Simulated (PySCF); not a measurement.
Computed IR spectrum (relative IR intensity) of a molecule C2H10Si4. Geometry: B3LYP-D3(BJ)/def2-SVP. The values are those of a single conformer. Method: PySCF with B3LYP-D3(BJ)/def2-SVP. Frequencies are harmonic and unscaled.

Lines under 2 % of the strongest are left out, and lines within 2 cm⁻¹ are merged.

| ν (cm⁻¹) | relative intensity |
|---|---|
| 335 | 4.2 |
| 435 | 4.5 |
| 448 | 2.2 |
| 511 | 7.6 |
| 588 | 3.6 |
| 632 | 45 |
| 671 | 4.2 |
| 683 | 22 |
| 692 | 55 |
| 722 | 11 |
| 747 | 23 |
| 769 | 20 |
| 805 | 48 |
| 881 | 93 |
| 921 | 11 |
| 945 | 10 |
| 948 | 30 |
| 957 | 44 |
| 1273 | 4.2 |
| 2184 | 26 |
| 2187 | 24 |
| 2197 | 15 |
| 2201 | 28 |
| 2205 | 30 |
| 2208 | 47 |
| 2215 | 100 |
| 3116 | 2.4 |
| 3137 | 11 |

Question: Which structure fits?
A) [SiH3][SiH2][Si@@H]1C=C[SiH2]1
B) [SiH3]C#C[SiH2][SiH2][SiH3]
C) [SiH3][SiH]1[SiH2]C=C[SiH2]1
D) C#C[SiH2][SiH]([SiH3])[SiH3]

Answer: A, [SiH3][SiH2][Si@@H]1C=C[SiH2]1
